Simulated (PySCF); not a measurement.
## Sb+ (antimony, charge +1) across methods

[Kr] 4d10 5s2 5p2, high-spin 3P determinant. Calculation: PySCF 2.14, in aug-cc-pVDZ-PP with ECP28MDF; scalar relativity through the core potential.

```json
{"method": "PBE0", "E (hartree)": "-239.8855", "mean ε 5s α (eV)": "-22.847", "mean ε 5s β (eV)": "-20.769", "mean ε 5p α (eV)": "-13.681", "Σ⟨r²⟩ (bohr²)": "45.59", "⟨S²⟩": "2.003"}
{"method": "r2SCAN", "E (hartree)": "-239.9675", "mean ε 5s α (eV)": "-21.825", "mean ε 5s β (eV)": "-19.937", "mean ε 5p α (eV)": "-12.940", "Σ⟨r²⟩ (bohr²)": "45.45", "⟨S²⟩": "2.004"}
{"method": "PBE", "E (hartree)": "-239.8722", "mean ε 5s α (eV)": "-21.261", "mean ε 5s β (eV)": "-19.860", "mean ε 5p α (eV)": "-12.557", "Σ⟨r²⟩ (bohr²)": "45.61", "⟨S²⟩": "2.002"}
{"method": "LDA", "E (hartree)": "-239.4955", "mean ε 5s α (eV)": "-21.524", "mean ε 5s β (eV)": "-20.323", "mean ε 5p α (eV)": "-12.619", "Σ⟨r²⟩ (bohr²)": "45.56", "⟨S²⟩": "2.001"}
{"method": "BLYP", "E (hartree)": "-239.8367", "mean ε 5s α (eV)": "-21.067", "mean ε 5s β (eV)": "-19.951", "mean ε 5p α (eV)": "-12.292", "Σ⟨r²⟩ (bohr²)": "45.70", "⟨S²⟩": "2.001"}
{"method": "UHF", "E (hartree)": "-238.95724", "mean ε 5s α (eV)": "-26.722", "mean ε 5s β (eV)": "-22.325", "mean ε 5p α (eV)": "-16.377", "Σ⟨r²⟩ (bohr²)": "46.30", "⟨S²⟩": "2.009"}
{"method": "M06", "E (hartree)": "-239.9463", "mean ε 5s α (eV)": "-22.430", "mean ε 5s β (eV)": "-21.413", "mean ε 5p α (eV)": "-13.319", "Σ⟨r²⟩ (bohr²)": "45.72", "⟨S²⟩": "2.001"}
{"method": "M06-L", "E (hartree)": "-240.0394", "mean ε 5s α (eV)": "-21.289", "mean ε 5s β (eV)": "-19.803", "mean ε 5p α (eV)": "-12.427", "Σ⟨r²⟩ (bohr²)": "45.64", "⟨S²⟩": "2.002"}
{"method": "r2SCAN0", "E (hartree)": "-239.9407", "mean ε 5s α (eV)": "-23.266", "mean ε 5s β (eV)": "-20.863", "mean ε 5p α (eV)": "-13.950", "Σ⟨r²⟩ (bohr²)": "45.50", "⟨S²⟩": "2.005"}
```

Energies and moments cover only the electrons outside the core potential.
